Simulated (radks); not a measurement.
Question: Rh15+, configuration [Ar] 3d10 4s2. All-electron calculation, non-relativistic Kohn-Sham, TPSS, spin-polarised, spherical densities, point nucleus; meta-GGA in the generalised Kohn-Sham scheme; relativity is left out, which matters for an element this heavy. Program: a radial shooting solver on a logarithmic mesh with Libxc functionals. Some entries of the table are withheld. Estimate them.

orbital  occ.  eigenvalue (eV)  <r^2> (bohr^2)  <r> (bohr)
1s          2              (1)        0.001532     0.03383
2s          2        -3542.202         0.02540      0.1470
2p          6        -3309.063         0.01926      0.1258
3s          2        -909.7642          0.1814      0.3987
3p          6        -817.0329          0.1770      0.3909
3d         10        -647.8083             (2)      0.3625
4s          2        -370.1669          0.8606      0.8765
4p          0        -337.2637          0.9156      0.9016
5s          0        -201.9200           2.696       1.554

Answer: 
(1) 1s eigenvalue (eV): -22761.46
(2) 3d <r^2> (bohr^2): 0.1559
